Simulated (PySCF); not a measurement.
# Structure and isotropic susceptibility

Computed, not measured: GIAO KT3/pcSseg-1 magnetisability, rotational g tensor and spin-rotation constants, non-relativistic, gas phase in PySCF 2.14.0. Geometry: GFN2-xTB.

Each molecule in one low-energy conformer.

In some of these runs: for an ion the centre-of-mass motion in the field is neglected.

Task: How does the isotropic susceptibility change along this series?
- C=CP(=C)(C)C (phosphine turned into its methylene ylide)
- C=CP(C)(C)=CC (phosphine turned into its ethylidene ylide)
- [BH3-][P+](C)(C)C=C (phosphine turned into its BH3 adduct)
- C=C[P+](C)(C)C (phosphine turned into its P-methylated cation)
- C=C[P+](C)(C)[BH2-]C#N (phosphine turned into its BH2CN adduct)
- C=C[P+](C)(C)[B-](F)(F)F (phosphine turned into its BF3 adduct)
- C=C[P+](C)(C)CC (phosphine turned into its P-ethylated cation)

Result: 
| molecule | χ, cgs (10⁻⁶ cm³/mol) | magnetisability anisotropy (10⁻³⁰ J/T²) |
| --- | --- | --- |
| C=CP(=C)(C)C | -73.3 | 164 |
| C=CP(C)(C)=CC | -81.0 | 167 |
| [BH3-][P+](C)(C)C=C | -77.1 | 161 |
| C=C[P+](C)(C)C | -73.2 | 197 |
| C=C[P+](C)(C)[BH2-]C#N | -86.6 | 295 |
| C=C[P+](C)(C)[B-](F)(F)F | -88.7 | 169 |
| C=C[P+](C)(C)CC | -84.7 | 212 |

The isotropic susceptibility is lowest for C=C[P+](C)(C)[B-](F)(F)F and highest for C=C[P+](C)(C)C.
